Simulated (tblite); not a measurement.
Species: C₆H₁₀F₃P.
Atom-mapped SMILES: `[F:1][C:2]([F:3])([F:4])[P:5]1[CH2:6][CH2:7][CH2:8][CH2:9][CH2:10]1` (hydrogens: H11, H12 on C6; H13, H14 on C7; H15, H16 on C8; H17, H18 on C9; H19, H20 on C10)

Geometry (GFN2-xTB, Å), atoms numbered from 1 in this order:
```
atom  x, y, z in Å
F1     2.5997    0.3759   -1.1053
C2     2.6548    0.0456    0.1980
F3     3.3349    1.0282    0.8075
F4     3.4082   -1.0618    0.2744
P5     0.9757   -0.2259    1.0300
C6     0.1689    1.3274    0.4118
C7    -1.3471    1.1428    0.4688
C8    -1.8253    0.0612   -0.4979
C9    -1.2588   -1.3151   -0.1548
C10    0.2650   -1.3471   -0.2676
H11    0.4864    1.5424   -0.6131
H12    0.4751    2.1580    1.0535
H13   -1.8322    2.0893    0.2193
H14   -1.6438    0.8761    1.4870
H15   -1.5282    0.3296   -1.5146
H16   -2.9159    0.0149   -0.4708
H17   -1.5549   -1.5854    0.8626
H18   -1.6836   -2.0593   -0.8325
H19    0.5785   -1.0258   -1.2655
H20    0.6374   -2.3603   -0.0938
```

All values are computed: GFN2-xTB (tblite) harmonic vibrations without scaling, gas phase. This tight-binding method is rough: wavenumbers can miss measured ones by several per cent, in bad cases by 10 to 20. One conformer, not necessarily the lowest.

Harmonic wavenumbers (cm⁻¹): 39.5, 93.2, 113.0, 209.4, 211.6, 242.2, 267.5, 302.6, 352.7, 372.6, 430.7, 470.6, 471.1, 512.6, 665.9, 693.9, 712.1, 787.0, 838.6, 875.1, 907.0, 937.0, 976.9, 1032.9, 1038.9, 1049.9, 1053.6, 1078.5, 1084.4, 1129.5, 1151.3, 1182.6, 1216.5, 1239.8, 1265.8, 1278.9, 1337.3, 1348.7, 1354.3, 1426.9, 1434.4, 1479.2, 1484.0, 1493.7, 2935.2, 2939.3, 2956.9, 2957.7, 2958.1, 2958.3, 2972.0, 2977.2, 2977.4, 2988.8.

A = 2177, B = 763.7, C = 682.1 MHz; mass 170.047 u (most abundant isotopes); point group Cs, symmetry number 1.

Problem. What is the zero-point energy?

Solution. ½Σν̃ = 33632 cm⁻¹ = 96.16 kcal/mol.

Problem. Entropy at 500 K, 1 bar (ideal gas, RRHO, classical rotation)?

Solution. Translation 43.90, rotation 31.57, vibration 51.07: S = 126.5 cal/(mol K).

Problem. And Cp and H(500 K) − H(0)?

Solution. Cp = 61.59 cal/(mol K), of which vibrations give 53.64 (their classical limit is 54 R = 107.3); H(500 K) − H(0) = 17.53 kcal/mol without the zero-point energy, 13.56 from vibrations.

Problem. Which modes carry the vibrational entropy at 500 K?

Solution. 39.5 cm⁻¹: 6.31; 93.2 cm⁻¹: 4.61; 113.0 cm⁻¹: 4.23; 209.4 cm⁻¹: 3.02; 211.6 cm⁻¹: 3.00; 242.2 cm⁻¹: 2.74 cal/(mol K); the other 48 give 27.15 together.

Problem. Blend soft modes into free rotors: weight 1/[1 + (100 cm⁻¹/ν̃)⁴] for the oscillator and the rest for a rotor with moment μB/(μ + B), μ = h/(8π²ν), B = 10⁻⁴⁴ kg m². What vibrational entropy results?

Solution. 48.02 cal/(mol K) in place of 51.07, which changes −T·S at 500 K by +1.53 kcal/mol.

Hindered rotation and anharmonicity are outside this model. Other conformers, if any are populated, would add a mixing term that is left out.
